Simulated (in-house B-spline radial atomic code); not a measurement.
Configurations of Ni III (Ni2+), with energies counted from [Ar] (3d3/2)4 (3d5/2)4. Method: Dirac-Hartree-Fock, average of each configuration as written, Fermi nucleus of rms radius 3.7757 fm. Calculated with an all-electron radial atomic-structure program (B-spline basis). Energies include first-order Breit, QED and recoil terms.

Occupations are held fixed; configurations that lie above the ionisation limit could autoionise.

| configuration | E - E(ref) (eV) | highest orbital | its <r> (bohr) |
| --- | --- | --- | --- |
| [Ar] (3d3/2)2 (3d5/2)5 (6f5/2)1 | 31.501 | 6f5/2 | 15.9 |
| [Ne] 3s2 (3p1/2)2 (3p3/2)3 (3d3/2)3 (3d5/2)6 | 70.333 | 3d5/2 | 0.9497 |
| [Ne] 3s2 (3p1/2)1 (3p3/2)4 (3d3/2)2 (3d5/2)6 (4p3/2)1 | 83.394 | 4p3/2 | 2.769 |
| [Ne] 3s2 (3p1/2)2 (3p3/2)3 (3d3/2)2 (3d5/2)6 (6f7/2)1 | 102.28 | 6f7/2 | 15.87 |
| [Ne] 3s2 (3p1/2)2 (3p3/2)3 (3d3/2)2 (3d5/2)6 (6g9/2)1 | 102.29 | 6g9/2 | 14.66 |

Q: Order these further configurations by energy, lowest first.
A. [Ne] 3s2 (3p1/2)2 (3p3/2)3 (3d3/2)2 (3d5/2)6 (5g7/2)1
B. [Ar] (3d3/2)1 (3d5/2)6 (7d5/2)1
C. [Ar] (3d3/2)1 (3d5/2)6 (7p3/2)1
D. [Ar] (3d3/2)4 (3d5/2)3 (5f7/2)1
E. [Ar] (3d3/2)2 (3d5/2)5 (4p3/2)1

A: E (14.495 eV), D (29.312 eV), C (30.5 eV), B (31.341 eV), A (100.8 eV).

Q: How far above the reference does [Ar] (3d3/2)4 (3d5/2)3 (7g7/2)1 lie?

A: 31.731 eV; its least bound orbital is 7g7/2 with <r> = 21.16 bohr.
